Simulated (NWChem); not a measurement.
# MgHSeCl; SMILES [Cl][Mg][SeH]

```xyz
4

Mg     0.0070    -0.7388     0.0000
Cl     0.0150    -2.9407     0.0000
Se     0.0324     1.6814     0.0000
H     -1.4414     1.6907     0.0000
```
Atoms are numbered in this order, from 1.

Computed with NWChem. Medium grid unless said otherwise, to which SCAN and Minnesota functionals are sensitive. Geometry: optimised at PBE0/def2-SVP.

For level M06/def2-SVP:

| Property | Value |
|---|---|
| highest occupied level (eV) | -6.98 |
| orbital gap (eV) | 5.23 |

Task: What are these values for level CAM-B3LYP/def2-SVP?

Result: highest occupied level (eV): -8.24
orbital gap (eV): 7.43
